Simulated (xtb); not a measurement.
Si(H)2(OMe)(SeH) (CH6OSeSi), SMILES CO[SiH2][SeH]. All values are semi-empirical tight-binding results from xtb (GFN2-xTB unless named), good for trends rather than for accurate numbers. Coordinates come from a GFN2-xTB optimisation. The structure was generated by enumeration, and PubChem lists no compound with its InChIKey, so it may never have been made. The values are those of a single conformer.

orbital gap: 4.40 eV
zero-point energy: 40.8 kcal/mol
G − E(el) at 298.15 K (modified RRHO): 20.4 kcal/mol
static polarisability (D4 model): 74.6 bohr³
solvation energy, GFN2-xTB/ALPB(water): -2.4 kcal/mol
solvation energy, GFN2-xTB/ALPB(ether): -4.7 kcal/mol
